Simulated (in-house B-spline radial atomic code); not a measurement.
A run on an ion of nuclear charge 59 with 59.8 electrons that did not converge. Method: scalar-relativistic (X2C) BLYP, spin-polarised, spherical fractional occupations, Fermi nucleus of rms radius 4.8919 fm; computed with a B-spline radial code for spherical atoms.

Command:
```bash
python run_scf.py task.json out
```
Settings (nuclear radius in fm, mass in u):
```
Z                59
configuration    [Xe] 4f3.8 6s2
hamiltonian      x2c
method           b88,lyp
spin_polarised   True
nucleus          fermi
rms_radius       4.8919
atomic_mass      140.90766
speed_of_light   137.035999084
```

First and last ten iterations of the last attempt (damped for 15 steps, keeping 80 % of the old Fock matrix, then DIIS):
```
 iter        energy (Eh)    residual
    1       -9226.970476    4.77e-01
    2       -9223.591145    6.27e-01
    3       -9230.662719    3.86e-01
    4       -9234.186985    2.18e-01
    5       -9235.824281    1.24e-01
    6       -9236.529549    7.27e-02
    7       -9236.811002    3.66e-02
    8       -9233.293157    1.59e-01
    9       -9236.247664    9.62e-02
   10       -9236.720362    5.20e-02
  111       -9236.847063    3.49e-02
  112       -9236.839476    3.62e-02
  113       -9233.098666    1.61e-01
  114       -9233.106739    1.61e-01
  115       -9233.106137    1.61e-01
  116       -9233.096875    1.61e-01
  117       -9233.102150    1.61e-01
  118       -9233.096297    1.60e-01
  119       -9233.096185    1.60e-01
  120       -9233.109989    1.60e-01
 not converged after 120 iterations
```

The smallest residual met was 2.1e-02; the threshold is about 6e-07. No energy from this run should be used. The likely cause: this method binds the added charge weakly or not at all at the basis-set limit, so charge moves back and forth between the atom and the box. Cost of the run: 2.4 s on 1 thread of Arm Neoverse V2, on a shared host.
